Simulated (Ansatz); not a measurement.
Four-centre ligand exchange

Start structure (InHBrCl₃, closed shell), relaxed at PBE0-D4/def2-TZVP:

In1  (-0.878, -0.102, 0.052)
Cl2  (-0.447, 2.088, -0.593)
Cl3  (-1.462, -1.637, -1.564)
Cl4  (-1.364, -0.529, 2.264)
H5  (2.133, 0.773, -0.278)
Br6  (2.018, -0.594, 0.120)
(Å)

The step: InCl₃ ([Cl][In]([Cl])[Cl]) + HBr → InBrCl₂ ([Cl][In]([Cl])[Br]) + HCl (still joined by a long In–Cl bond); bonds formed: Cl2–H5; dative contacts that become bonds: In1–Br6; bonds broken: H5–Br6; bonds weakened to dative contacts: In1–Cl2. Program: Ansatz 0.2.0. Basis: def2-TZVPP and def2-QZVPP. Cores are frozen in the correlated methods. Filled d shells of the heavier atoms are correlated. Core potentials replace the inner electrons of the atoms past krypton. The def2 sets are not built for correlating such inner shells, so the correlated values are less sure here. Extrapolation: Hartree–Fock as exp(−7.88 √X), correlation as X^−2.97. Energies below are by CCSD(T) at an estimated basis limit (MP2 extrapolated from triple and quadruple zeta, plus CCSD(T) − MP2 in triple zeta).

What are the electronic barrier and the energy of the step, from the start structure to the end structure? (An estimate is asked for; the value comes from the calculation.)

By the calculation: Barrier 0.242 eV; step energy -0.170 eV (downhill); reverse barrier, their difference, 0.412 eV. Barrier and step energy count from the start structure, the reverse barrier from the end structure.

The saddle point: One imaginary mode of 273i cm⁻¹.
```json
{"pair": "In1–Br6", "start (Å)": "2.94", "saddle (Å)": "2.70", "end (Å)": "2.47"}
{"pair": "Cl2–H5", "start (Å)": "2.91", "saddle (Å)": "1.68", "end (Å)": "1.29"}
{"pair": "In1–Cl2", "start (Å)": "2.32", "saddle (Å)": "2.47", "end (Å)": "2.83"}
{"pair": "H5–Br6", "start (Å)": "1.43", "saddle (Å)": "1.63", "end (Å)": "2.88"}
```

Zero-point energy (harmonic, PBE0-D4): ZPE is 0.291 eV at the start and 0.241 eV at the saddle, so the barrier goes from 0.242 to 0.192 eV.

T1 diagnostic: at most 0.011.

Labels in which every atom is bracketed show which atoms are joined, not bond orders.

For scale, one of the runs: CCSD(T)/def2-TZVPP, 238 basis functions, launched by `ansatz run in.yaml --threads 8 --pin off --events-out ev --progress --plain --max-ram 19148MiB`. Hardware: 8 CPU threads of an Arm Neoverse V1, shared host. Wall time 3 min; peak host memory 4.6 GiB.
